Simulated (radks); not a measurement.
Neutral calcium, [Ar] 4s2. All-electron calculation, non-relativistic Kohn-Sham, PBE, spin-polarised, spherical densities, point nucleus. Program: a radial shooting solver on a logarithmic mesh with Libxc functionals. Every spin shell is full or empty, so the densities are truly spherical. Functionals are evaluated on that one density, not self-consistently. Rank these exchange functionals by their error against the exact value of the orbitals, and give that value: LDA, PBE, RPBE, PW91, PW86, OPTX, SOGGA, B86b, APBE, revTPSS, SCAN, Tao-Mo, TASK, MVS.

Answer. Exact: -35.1892 hartree. From best to worst, with 100 (|E| - |E exact|)/|E exact| (equal figures are ties): RPBE -0.02, PW91 -0.06, B86b +0.11, OPTX +0.16, MVS -0.21, Tao-Mo -0.23, SCAN +0.27, PW86 +0.45, PBE -0.48, revTPSS -0.55, APBE +0.59, TASK -3.08, SOGGA -3.29, LDA -7.36.
